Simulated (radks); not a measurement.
Pd7+, 39 electrons, occupied as [Kr] 4d2 7s1 (not the ground configuration).

All-electron calculation, Dirac Kohn-Sham, LDA (Slater exchange, Perdew-Wang correlation), spin-unpolarised, spherical densities, point nucleus; open shells fill j = l - 1/2 first. Program: a radial shooting solver on a logarithmic mesh with Libxc functionals.

Energy parts (eV):
total: -136753.769
kinetic: 142842.309
electron-nucleus: -326275.281
Hartree: 50336.398
exchange-correlation: -3657.194

Orbitals (lengths in bohr, moments of r in powers of bohr; <r^-3> diverges for s and p1/2; r(max) is where P^2 peaks):
1s1/2: occ. 2; eigenvalue (eV) -24263.18; r(max) 0.02068
2s1/2: occ. 2; eigenvalue (eV) -3664.710; r(max) 0.1171
2p1/2: occ. 2; eigenvalue (eV) -3411.534; r(max) 0.09053
2p3/2: occ. 4; eigenvalue (eV) -3252.405; r(max) 0.09470; <r^-3> 3248
3s1/2: occ. 2; eigenvalue (eV) -774.1485; r(max) 0.3421
3p1/2: occ. 2; eigenvalue (eV) -674.2401; r(max) 0.3283
3p3/2: occ. 4; eigenvalue (eV) -646.3592; r(max) 0.3381; <r^-3> 578.1
3d3/2: occ. 4; eigenvalue (eV) -469.1180; r(max) 0.2796; <r^-3> 88.37
3d5/2: occ. 6; eigenvalue (eV) -463.5324; r(max) 0.2824; <r^-3> 83.41
4s1/2: occ. 2; eigenvalue (eV) -215.1447; r(max) 0.8343
4p1/2: occ. 2; eigenvalue (eV) -182.3394; r(max) 0.8656
4p3/2: occ. 4; eigenvalue (eV) -177.0061; r(max) 0.8873; <r^-3> 111.3
4d3/2: occ. 2; eigenvalue (eV) -124.1429; r(max) 0.9703; <r^-3> 13.54
4d5/2: occ. 0; eigenvalue (eV) -123.2972; r(max) 0.9774; <r^-3> 12.78
7s1/2: occ. 1; eigenvalue (eV) -31.1078; r(max) 5.357

The highest occupied level is 7s1/2 at -31.108 eV. The configuration is held as typed, so some empty levels lie below it. Summed over all electrons, <r^2> = 41.95 bohr^2, which gives a Langevin (diamagnetic) susceptibility term of -33.2 x 10^-6 cm^3/mol. The density falls to 0.001 e/bohr^3 at r = 5.27 bohr.
